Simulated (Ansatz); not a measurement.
A structure relaxed at PBE0-D4/def2-TZVP, charge 0, multiplicity 1:

Cartesian coordinates in Å:
```
Br 1.579 1.356 -0.111
As -0.419 0.272 -0.642
Br -1.475 0.314 1.439
Br 0.315 -1.943 -0.686
```

Q: Give its formula and SMILES.

A: AsBr3, `Br[As](Br)Br`.

Q: Point group (tolerance 0.08 Å, 0.16 Å for H)?

A: C3v.

Q: Summarise the bond lengths by kind.

A: 3 × As–Br 2.334 Å.

All numbers were calculated with Ansatz.
